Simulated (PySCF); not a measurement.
Vertical excitations of a molecule C3H5BF2 from TDA-PBE/def2-SVPD run with PySCF, as energy in eV (oscillator strength): 6.07 (0.001), 6.29 (0.265), 6.75 (0.007), 6.83 (0.000), 7.41 (0.000), 7.60 (0.000), 7.83 (0.025), 7.98 (0.015), 8.11 (0.113), 8.12 (0.000). Lowest triplet (TDA): 3.77 eV. Coordinates come from a B3LYP-D3(BJ)/def2-SVP optimisation. The values are those of a single conformer.

Q: Which molecule gave these data?
A. C=C(C)B(F)F
B. FB(F)C1CC1
C. C=C(F)B(C)F
D. FB1CC[C@@H]1F

A: A, C=C(C)B(F)F
